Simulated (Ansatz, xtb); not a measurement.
Species: isocyanic acid, CHNO, charge 0, multiplicity 1. 
Geometry from a B3LYP-D3(BJ)/def2-TZVP (Ansatz, a first-principles code) optimisation:
```xyz
4

N     -1.1014     0.2807     0.2471
C      0.0427    -0.0239    -0.0008
O      1.1482    -0.1990    -0.3207
H     -1.7320    -0.2289     0.8408
```
Charge 0, spin multiplicity 1.

Harmonic wavenumbers from GFN2-xTB (xtb, at its own minimum), cm⁻¹: 528, 554, 685, 1405, 2511, 3637.

**Question.** Give the harmonic wavenumbers at B3LYP-D3(BJ)/def2-TZVP (Ansatz, finite differences of forces, unscaled).

**Answer.** 574, 639, 789, 1338, 2334, 3675 cm⁻¹. Zero-point energy 13.4 kcal/mol.

**Question.** From these and the geometry, give the ideal-gas thermochemistry at 298.15 K and 1 atm (rigid rotor, harmonic oscillator).

**Answer.** Point group Cs, rotational symmetry number 1. Rotational constants 899.4, 11.11, 10.97 GHz. S(trans) 37.20, S(rot) 18.62, S(vib) 1.12, S(elec, spin only) 0.00, S 57.0 cal/(mol K). H(298) - H(0) 2.62 kcal/mol; G - E(el) -1.0 kcal/mol.
